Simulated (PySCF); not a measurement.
Kr (krypton, neutral) across methods

[Ar] 3d10 4s2 4p5 5s1, high-spin 3P determinant (an excited configuration). Calculation: PySCF 2.14, in aug-cc-pVQZ-PP with ECP10MDF (7s6p5d3f2g, 89 functions); scalar relativity through the core potential.

```csv
method,E (hartree),mean ε 4p α (eV),mean ε 4p β (eV),mean ε 5s α (eV),Σ⟨r²⟩ (bohr²),⟨S²⟩
TPSSh,-463.1151,-14.855,-13.826,-2.178,56.80,2.003
PBE0,-463.1778,-15.649,-14.566,-2.527,56.48,2.003
LDA,-462.5789,-14.052,-13.086,-2.189,55.91,2.001
CAM-B3LYP,-463.2016,-16.970,-15.989,-3.211,56.20,2.002
r2SCAN,-463.0722,-14.605,-13.532,-2.122,56.63,2.004
PBE,-463.2032,-13.983,-12.979,-2.067,56.34,2.002
revPBE,-463.2701,-13.974,-12.973,-2.040,56.56,2.002
UHF,-461.84873,-19.641,-18.259,-3.508,57.34,2.008
```

Estimate the same row for B97-3.

E (hartree) = -463.2485; mean ε 4p α (eV) = -15.703; mean ε 4p β (eV) = -14.686; mean ε 5s α (eV) = -2.434; Σ⟨r²⟩ (bohr²) = 56.64; ⟨S²⟩ = 2.003.

Energies and moments cover only the electrons outside the core potential. The outer electron is Rydberg-like, and this basis confines it to a smaller radius and binds it less than a complete one would.
